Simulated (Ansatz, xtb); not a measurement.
Relaxing a trial structure of GeH8N2Si2

The starting geometry of this gas-phase singlet was built from a drawn formula by distance geometry and a force field; its bonds are those of `NN[SiH2][SiH2][GeH]`.

```xyz
13

Ge   -1.8557   -0.3465   -0.9623
N     2.1582    0.0521    1.1135
N     1.1705   -0.7252    1.8027
Si    0.8120   -2.2084    0.8785
Si    0.0683   -1.6691   -1.1914
H     2.1781    0.9756    1.4752
H     3.0715   -0.4218    1.3153
H     0.3102   -0.1389    1.7385
H    -0.1900   -2.9925    1.5722
H     2.0134   -3.0012    0.7279
H     1.0703   -0.9245   -1.9069
H    -0.2764   -2.8525   -1.8942
H    -2.8602   -1.1460   -0.1363
```

**Question.** Predict what it relaxes into with r2SCAN-D4/def2-SVP.

**Answer.** A new bond forms, giving a structure given below by its coordinates. Contacts that close: Ge1–N2 (4.54 → 2.17 Å).

The energy falls by 2.10 eV over 25 steps:

```tsv
step	E − E(last) (eV)
1	2.101
4	1.413
6	1.355
9	1.110
12	0.404
14	0.125
17	0.025
20	0.002
22	0.001
25	0.000
```

Final geometry (Å):

```xyz
13

Ge   -0.1210    0.5028   -0.8282
N     1.0615    0.2069    0.9689
N     0.9110   -0.9824    1.7856
Si    1.1068   -2.4867    0.8015
Si    0.1513   -1.9043   -1.2694
H     0.9026    1.0230    1.5690
H     2.0540    0.2700    0.7173
H    -0.0450   -0.9403    2.1492
H     0.4762   -3.5343    1.6583
H     2.5820   -2.7324    0.7240
H     1.0851   -2.2939   -2.3762
H    -1.1263   -2.6630   -1.4692
H    -1.3682    0.1357    0.1020
```

From the same start GFN2-xTB reaches the same bonding as this run.

No frequencies were run, so the end isn't proven a minimum. Run with Ansatz 0.2.0, 110 s on 2 threads of Arm Neoverse V1, on a shared host.
